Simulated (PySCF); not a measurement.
## Reading a saddle point

A first-order saddle point of CH₅ClGe, singlet, PBE0-D4/def2-TZVP, with one imaginary mode of 826i cm⁻¹:

Ge1  (-0.845, 0.345, 0.513)
Cl2  (1.489, -1.488, 1.073)
C3  (0.166, 0.323, -0.980)
H4  (1.012, -0.663, -0.055)
H5  (-0.562, 1.290, 1.678)
H6  (-1.915, -0.706, 0.794)
H7  (0.813, 1.165, -1.194)
H8  (-0.158, -0.267, -1.830)
(Å)

Computed with PySCF 2.14 with density fitting (its default auxiliary sets; JK sets also for MP2 and CCSD(T)) (basis: def2-TZVPP and def2-QZVPP); correlated methods freeze the cores. Filled d shells of the heavier atoms are correlated. The def2 sets are not built for correlating such inner shells, so the correlated values are less sure here. Extrapolation: Hartree–Fock as exp(−7.88 √X), correlation as X^−2.97.

Task: Which contacts change along the imaginary mode, and what lies on either side? (A judgement: the text doesn't fix the answer.)

Result: By the calculation: The step is CH₅ClGe ([CH3][GeH2][Cl]) → CH₄Ge ([CH2][GeH2]) + HCl, with the molecules in contact on both sides. Shortening one way: Cl2–H4; lengthening the same way: Ge1–Cl2, C3–H4.
```
   pair  one side (Å)  saddle (Å)  other side (Å)
 Cl2–H4          3.46        1.48            1.31
Ge1–Cl2          2.16        3.02            4.08
  C3–H4          1.09        1.59            2.12
```

Task: Which side is lower, and how far does the saddle lie above each? (To be estimated.)

Result: The calculation gives: The side with Ge1–Cl2, C3–H4 short is lower by 65.36 kcal/mol; the saddle lies 75.64 kcal/mol above it and 10.28 kcal/mol above the other (CCSD(T) at an estimated basis limit (MP2 extrapolated from triple and quadruple zeta, plus CCSD(T) − MP2 in triple zeta); electronic energies).

The T1 diagnostic stays at or below 0.017. The restricted Hartree–Fock reference is unstable towards an unrestricted one at one or more of these structures.

Labels in which every atom is bracketed show which atoms are joined, not bond orders.

For scale, one of the runs: CCSD(T)/def2-TZVPP, 191 basis functions, launched by `OMP_NUM_THREADS=4 python run.py`. Time: 8 min of wall clock on 4 CPU threads of an Arm Neoverse V2; the host was shared. Peak host memory: 2.4 GiB.
